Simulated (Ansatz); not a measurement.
`C=CN(C)[SiH2]Cl` + `C/C=N/C` → `C/C=N\[SiH2]Cl` + `C=CN(C)C`  (formal exchange of groups at the Si–N bond)

Isolated molecules relaxed with PBE0-D4/def2-TZVP in Ansatz; ΔE leaves out vibrations. CCSD(T)/CBS adds triple-zeta CCSD(T) − MP2 to the extrapolated MP2 energy (def2 sets, frozen cores). Double bonds are as drawn, so ΔE can hold a change between cis and trans. Functionals use def2-TZVPP. One conformer a species, not always the lowest.

```json
{"level": "PBE0-D4", "ΔE (kJ/mol)": "22.6"}
{"level": "PBE0", "ΔE (kJ/mol)": "22.5"}
```

Problem. What does CCSD(T)/CBS give? (Best estimate.)

Solution. The calculation gave: +28.2 kJ/mol. The listed levels differ from it by -5.6, -5.7 kJ/mol.

Largest T1 diagnostic among the species: 0.012.

In def2-TZVPP, CCSD(T) changes the Hartree–Fock value by +6.0 kJ/mol (the triples alone add +0.0 kJ/mol) and MP2 by +5.7 kJ/mol.
